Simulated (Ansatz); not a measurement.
Process, species as SMILES: ClBr (Cl-Br) → Br atom + Cl atom
B3LYP-D3(BJ)/def2-TZVP geometries, fixed; electronic energies without zero-point terms.

How fast the atomisation energy converges with the basis for several methods (Ansatz, a quantum-chemistry and plane-wave program): deviation from each method's own reference, in kcal/mol. References: B2PLYP 53.83 kcal/mol, the value in aug-cc-pV(5+d)Z; B3LYP 52.89 kcal/mol, the value in aug-cc-pV(5+d)Z; CCSD(T) 55.90 kcal/mol, Hartree-Fock in aug-cc-pV(Q+d)Z plus the correlation part extrapolated as X^-3 from aug-cc-pV(T+d)Z and aug-cc-pV(Q+d)Z; HF 17.73 kcal/mol, the value in pcseg-4; MP2 59.79 kcal/mol, Hartree-Fock in aug-cc-pV(Q+d)Z plus the correlation part extrapolated as X^-3 from aug-cc-pV(T+d)Z and aug-cc-pV(Q+d)Z; PBE 62.20 kcal/mol, the value in aug-cc-pV(5+d)Z. Cartesian d functions, on some or all atoms, in 3-21G; all else is spherical. In correlated methods cores are frozen (with 3d on Ga to Br). Open shells are unrestricted. No added dispersion term, no relativity. 

```csv
basis,functions,B2PLYP,B3LYP,CCSD(T),HF,MP2,PBE
STO-3G,27,…,10.28,-9.02,12.42,-18.43,9.12
3-21G,36,…,-19.76,-35.89,-21.40,-41.98,-20.45
pcseg-1,45,…,-5.40,-16.07,-6.21,-17.66,-5.40
def2-SVP,50,…,-3.36,-14.83,-4.58,-17.27,-3.55
cc-pV(D+d)Z,50,…,-3.56,-15.13,-4.94,-16.90,-3.74
aug-pcseg-1,63,…,-5.21,-14.15,-5.41,-15.58,-5.10
aug-cc-pV(D+d)Z,68,…,-3.14,-12.22,-3.92,-13.39,-3.04
pcseg-2,77,…,-1.44,-6.18,-1.23,-6.75,-1.45
aug-pcseg-2,109,…,-0.56,-4.49,-0.43,-4.76,-0.59
aug-cc-pV(T+d)Z,114,…,-0.48,-4.35,-0.60,-4.48,-0.44
def2-QZVP,145,…,-0.19,-2.44,-0.36,-2.44,-0.19
def2-QZVPPD,177,…,-0.10,-2.25,-0.21,-2.28,-0.11
```

Complete the blanks.


- STO-3G, B2PLYP: 1.27
- 3-21G, B2PLYP: -26.82
- pcseg-1, B2PLYP: -9.09
- def2-SVP, B2PLYP: -7.68
- cc-pV(D+d)Z, B2PLYP: -7.66
- aug-pcseg-1, B2PLYP: -8.22
- aug-cc-pV(D+d)Z, B2PLYP: -6.13
- pcseg-2, B2PLYP: -2.76
- aug-pcseg-2, B2PLYP: -1.54
- aug-cc-pV(T+d)Z, B2PLYP: -1.42
- def2-QZVP, B2PLYP: -0.64
- def2-QZVPPD, B2PLYP: -0.52

Mean absolute deviation over pcseg-2, aug-pcseg-2, aug-cc-pV(T+d)Z: HF 0.75, PBE 0.83, B3LYP 0.83, B2PLYP 1.91, CCSD(T) 5.01, MP2 5.33 kcal/mol.
